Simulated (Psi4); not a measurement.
A dimer, C2H2 ··· C4H5N (SMILES C#C and c1cc[nH]c1); the first 4 atoms form monomer A.

```
14

C     -0.5965     0.0052     0.0478
C      0.5965    -0.0052    -0.0478
H     -1.6557     0.0145     0.1325
H      1.6557    -0.0146    -0.1325
C      2.8470    -0.6584     3.1056
C      1.7194     0.1928     2.9482
C      1.3131     0.5734     4.2043
N      2.1550    -0.0179     5.1102
C      3.0932    -0.7705     4.4527
H      3.4115    -1.1330     2.3208
H      1.2604     0.4908     2.0206
H      0.5046     1.2079     4.5234
H      2.0936     0.0850     6.1067
H      3.8490    -1.3167     4.9898
```

Q: What interaction energy does Psi4 with SAPT0/jun-cc-pVDZ, frozen core give, and which attractive term is the largest?

A: Total 2.01 kcal/mol: electrostatics -2.42, exchange 8.26, induction -1.11, dispersion -2.71. The most attractive term is dispersion.
